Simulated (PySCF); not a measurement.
Si(OSiH3)(Me)(Cl)2 (CH6Cl2OSi2), SMILES C[Si](Cl)(Cl)O[SiH3].

Geometry: B3LYP-D3(BJ)/def2-SVP. The values are those of a single conformer.

All values below come from B3LYP-D3(BJ)/def2-SVP (PySCF).

Frequencies are harmonic and unscaled.

Estimate the vibrational spectrum. (An estimate is asked for; the answer gives what the named calculation found.)


| mode | ν (cm⁻¹) | IR (km/mol) | moving atoms (share of kinetic energy) |
|---|---|---|---|
| 1 | 29 | 0.3 | H 52 %, Cl 23 %, Si 17 %, O 8 % |
| 2 | 31 | 0.4 | H 58 %, Cl 20 %, Si 17 % |
| 3 | 69 | 2.2 | Si 39 %, Cl 26 %, H 16 %, O 11 % |
| 4 | 149 | 0.0 | H 99 % |
| 5 | 163 | 0.9 | Cl 55 %, C 18 %, H 11 %, O 9 % |
| 6 | 177 | 0.1 | C 35 %, Cl 25 %, H 25 %, O 13 % |
| 7 | 210 | 5.6 | Cl 34 %, Si 23 %, H 18 %, C 17 % |
| 8 | 273 | 8.4 | O 49 %, Cl 33 %, H 9 % |
| 9 | 302 | 22.7 | O 36 %, Si 25 %, Cl 17 %, C 14 %, H 8 % |
| 10 | 453 | 20.8 | Cl 52 %, Si 21 %, C 15 % |
| 11 | 571 | 134.6 | Si 57 %, Cl 34 % |
| 12 | 631 | 25.5 | Si 57 %, H 24 %, O 11 % |
| 13 | 729 | 48.3 | H 82 %, Si 9 %, O 8 % |
| 14 | 737 | 38.1 | H 78 %, Si 10 %, O 10 % |
| 15 | 764 | 88.4 | Si 45 %, C 34 %, H 19 % |
| 16 | 814 | 97.9 | H 68 %, C 20 %, Si 11 % |
| 17 | 827 | 91.4 | H 63 %, C 19 %, Si 14 % |
| 18 | 957 | 84.1 | H 96 % |
| 19 | 960 | 77.1 | H 96 % |
| 20 | 982 | 579.4 | H 76 %, Si 16 % |
| 21 | 1094 | 349.7 | O 69 %, Si 17 %, H 14 % |
| 22 | 1281 | 32.8 | H 77 %, C 23 % |
| 23 | 1425 | 4.4 | H 96 % |
| 24 | 1426 | 3.0 | H 96 % |
| 25 | 2240 | 79.3 | H 97 % |
| 26 | 2245 | 116.4 | H 96 % |
| 27 | 2254 | 120.3 | H 97 % |
| 28 | 3042 | 0.1 | H 97 % |
| 29 | 3140 | 0.9 | H 91 %, C 9 % |
| 30 | 3146 | 0.7 | H 91 %, C 9 % |
